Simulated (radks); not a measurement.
Problem. Cr II, configuration [Ar] 3d5. Calculated with a radial shooting solver on a logarithmic mesh with Libxc functionals: non-relativistic Kohn-Sham, B86b exchange with PBE correlation, spin-polarised, spherical densities, point nucleus; open shells are filled with parallel spins first. Some entries of the table are withheld. Estimate them.

| orbital | occ. | eigenvalue (hartree) | <r^2> (bohr^2) | r(max) (bohr) |
|---|---|---|---|---|
| 1s down | 1 | -214.6669 | 0.005525 | 0.04224 |
| 1s up | 1 | -214.6658 | 0.005525 | 0.04224 |
| 2s up | 1 | -24.41332 | 0.1036 | 0.2461 |
| 2s down | 1 | -24.35248 | 0.1032 | 0.2459 |
| 2p up | 3 | -20.77369 | 0.08392 | 0.1988 |
| 2p down | 3 | -20.72802 | 0.08352 | 0.1986 |
| 3s up | 1 | -2.96325 | 0.9607 | 0.7844 |
| 3s down | 1 | -2.79776 | 0.9646 | 0.7847 |
| 3p up | 3 | (1) | 1.115 | 0.8020 |
| 3p down | 3 | (2) | 1.126 | 0.8024 |
| 3d up | 5 | -0.40480 | (3) | (4) |
| 4s up | 0 | -0.37879 | 10.53 | 2.557 |
| 3d down | 0 | -0.25587 | (5) | (6) |
| 4p up | 0 | -0.23077 | 17.03 | 3.205 |

Solution. 
(1) 3p up eigenvalue (hartree): -1.95720
(2) 3p down eigenvalue (hartree): -1.79344
(3) 3d up <r^2> (bohr^2): 2.543
(4) 3d up r(max) (bohr): 0.8384
(5) 3d down <r^2> (bohr^2): 3.129
(6) 3d down r(max) (bohr): 0.8482
